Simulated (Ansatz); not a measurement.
System: SiHCl2F, charge 0, singlet. SiHCl2F (dichloro(fluoro)silane, SMILES F[SiH](Cl)Cl).
B3LYP-D3(BJ)/def2-TZVP minimum from Ansatz (a first-principles code):
```
Si
F 1 1.5869
H 1 1.4618 2 109.09
Cl 1 2.0347 3 110.36 2 -118.90
Cl 1 2.0347 3 110.36 2 118.90
```
Charge 0, spin multiplicity 1.

Property: atomisation energy (electronic, to ground-state atoms), in kcal/mol. Open shells are spin-unrestricted; no spin-orbit coupling. CBS(X,Y): correlation extrapolated as X^-3, Hartree-Fock from the larger set (Q,5: extrapolated as (X+1)exp(-9√X)). A bracket is a step between two methods taken in the basis named. The functionals are non-relativistic, so their misses hold any scalar relativity. 'core' is core correlation in cc-pwCVTZ (1s frozen past Ne), 'X2C' scalar relativity in cc-pVTZ-DK, both at CCSD(T). Where a partner has so few electrons that a lower coupled-cluster level is exact, that level stands in.

CCSD(T)/CBS(cc-pV(Q+d)Z,cc-pV(5+d)Z) + [CCSDT(Q) - CCSD(T)]/cc-pV(D+d)Z + core + X2C (Ansatz) gives 420.0 kcal/mol.

Problem. How far off this value is PBE/def2-TZVPD (Ansatz), in which direction, and which of these levels come nearer: r2SCAN/def2-TZVPD, PBE0/def2-TZVPD, CCSD(T)/CBS(cc-pV(Q+d)Z,cc-pV(5+d)Z) + core + X2C?

Solution. PBE gives 414.7 kcal/mol, 5.3 kcal/mol below it. Differences of the others: r2SCAN/def2-TZVPD (Ansatz) -2.3; PBE0/def2-TZVPD (Ansatz) -11.2; CCSD(T)/CBS(cc-pV(Q+d)Z,cc-pV(5+d)Z) + core + X2C (Ansatz) -0.4 kcal/mol. Nearer than PBE: r2SCAN/def2-TZVPD, CCSD(T)/CBS(cc-pV(Q+d)Z,cc-pV(5+d)Z) + core + X2C.
